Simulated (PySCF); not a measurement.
# UHF on In³⁺ (indium, charge +3)

Configuration: [Kr] 4d10, closed-shell 1S. Computed with PySCF 2.14 in x2c-TZVPPall (8s6p4d2f, 60 functions), with scalar relativity by spin-free X2C-1e.

```json
{"Total energy": "-5876.443599 hartree", "One-electron energy": "-8041.5186 hartree", "Hartree (Coulomb) energy": "2323.1882 hartree", "Exchange energy": "-158.1132 hartree", "⟨S²⟩": "0.0000", "⟨L²⟩": "0.000", "Sum of ⟨r⟩": "25.69 bohr", "Sum of ⟨r²⟩": "25.47 bohr²", "Langevin diamagnetic susceptibility": "-20.2 ×10⁻⁶ cm³/mol"}
```

```
shell  electrons  mean orbital energy (hartree)  rms radius, mean of both spins (bohr)
   1s          2                    -1033.01208                                 0.0340
   2s          2                     -158.90820                                  0.139
   2p          6                     -142.56347                                  0.124
   3s          2                      -32.45205                                  0.371
   3p          6                      -26.95701                                  0.372
   3d         10                      -18.40608                                  0.352
   4s          2                       -6.36855                                  0.908
   4p          6                       -4.65235                                  0.988
   4d         10                       -2.07882                                   1.24
```

Densities and radii are taken from the X2C orbitals without a picture-change correction, which distorts them close to the nucleus.
